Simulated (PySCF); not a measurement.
**Spectroscopy problems**

- geometry from GFN2-xTB
- GIAO PBE0/pcSseg-1 shieldings
- program: PySCF 2.14
- no solvent model, no relativistic terms, fast rotation and ring inversion assumed for equivalent nuclei, one computed conformer

Chemical shifts δ = σref − σ; TMS for ¹H, ¹³C, all at this level. Splittings of carbon signals by F and P are missing where no couplings were computed. Where no couplings were computed, multiplicities follow the n + 1 count of equivalent neighbours, and m marks all less simple cases (inequivalent or close neighbours, rings, F or P nearby). Shifts are as computed. Against solution values, carbons near 30 ppm lie about +3 ppm off and those near 130 ppm about +5 ppm. Of 1211 compounds with measured shifts, 218 miss one by over three times the rms of a fit or turn the order of signals round; such compounds aren't used in these exercises.

Problem. C$_{5}$H$_{11}$NSi. ¹H NMR (500 MHz, computed): δ 8.29 (s, 1H), 6.20 (br s, 1H), 5.92 (br s, 1H), 4.18 (s, 3H), 3.82 (q, 2H), 1.32 (t, 3H). ¹³C{¹H} NMR (computed): δ 165.9 (CH), 148.9 (C), 140.1 (CH2), 50.7 (CH2), 19.7 (CH3). Give a structure.

Solution. SMILES C(/C(=C)[SiH3])=N/CC. Rings plus π bonds: 2 (no ring in the answer). 5 carbon signals for 5 carbons: no two carbons are equivalent. Carbon types of the structure: 1 × C, 1 × CH, 2 × CH2, 1 × CH3, leaving 3 H on heteroatoms. δC 165.9: C=N carbon. δC 148.9: fully substituted alkene carbon; an sp2 carbon of a C=C bond. δC 140.1: terminal =CH2 carbon; as expected for a trigonal carbon in a double bond. δC 19.7: methyl carbon; saturated and bonded to C and H only.

The shifts were computed for this structure.

Problem. C$_{6}$H$_{9}$F$_{3}$O$_{2}$. ¹H NMR (500 MHz, computed): δ 3.65 (s, 3H), 2.77 (m, 1H), 1.84 (m, 1H), 1.61 (s, 3H), 0.73 (m, 1H). ¹³C{¹H} NMR (computed): δ 132.8 (C), 66.1 (C), 65.2 (CH), 61.4 (CH3), 24.9 (CH3), 20.8 (CH2). Identify the compound.

Solution. SMILES CO[C@@H]1C[C@]1(C)OC(F)(F)F. Rings plus π bonds: 1 (1 ring in the answer). 6 carbon signals for 6 carbons: no two carbons are equivalent. Carbon types of the structure: 2 × C, 1 × CH, 1 × CH2, 2 × CH3, which accounts for all hydrogens. δC 132.8: CF3 carbon; 4 electronegative neighbours deshield it. δC 66.1, 65.2, 20.8: three-membered-ring carbon. δC 61.4: methyl carbon bonded to O; the inductive effect lowers its shielding. δH 3.65: hydrogen on a methyl carbon bonded to O; its carbon carries O, which withdraws density.

The shifts were computed for this structure.
